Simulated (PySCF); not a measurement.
Ligand exchange on a metal centre used in film growth or etching (Mo OH-NH2). All species are isolated molecules in the gas phase. One relaxed conformer stands for each flexible species; it need not be the lowest.

All values below come from PBE-D3(BJ)/def2-TZVP // TPSS-D3(BJ)/def2-SVP (PySCF). All candidates: neutral, multiplicity 1. 

The HOMO–LUMO gap is 2.56 eV and the LUMO is -3.84 eV. The HOMO comes out as -6.40 eV.

Problem. Which member has these values?
(A) [Mo(OH)3(NH2)3]
(B) [Mo(OH)(NH2)5]
(C) [Mo(OH)6]
(D) [Mo(OH)5(NH2)]

Solution. D, [Mo(OH)5(NH2)]. The others give [Mo(OH)(NH2)5]: 2.35 eV, -2.72 eV, -5.07 eV; [Mo(OH)6]: 2.94 eV, -4.21 eV, -7.15 eV; [Mo(OH)3(NH2)3]: 2.71 eV, -3.20 eV, -5.91 eV
